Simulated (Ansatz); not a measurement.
Spectroscopic constants of SiW, multiplicity 7 (an upper state: multiplicity 5 came lower at CCSD(T)/def2-TZVPP on PBE0 minima). No spin–orbit coupling. The T1 diagnostic near the minimum is 0.046, so single-reference values are doubtful.

Constants: fifth-degree fit in 1/R to seven points, most abundant isotopes. In def2 and cc sets the state is the lowest found near the PBE0 minimum, followed along R.

The values were computed with Ansatz (Gaussian orbitals). Each number belongs to the level named beside it. In def2 rows elements past Kr take small-core potentials, without spin–orbit coupling.

Problem. What bond length and harmonic frequency does PBE/def2-TZVPP give?

Solution. r_e = 2.517 Å, ω_e = 316 cm⁻¹.

Problem. What bond length and harmonic frequency does PBE0/def2-TZVPP give?

Solution. r_e = 2.496 Å, ω_e = 326 cm⁻¹.

Problem. What bond length and harmonic frequency does wB97X-V/def2-TZVPP give?

Solution. r_e = 2.486 Å, ω_e = 331 cm⁻¹.

Ansatz is a program for electronic structure.
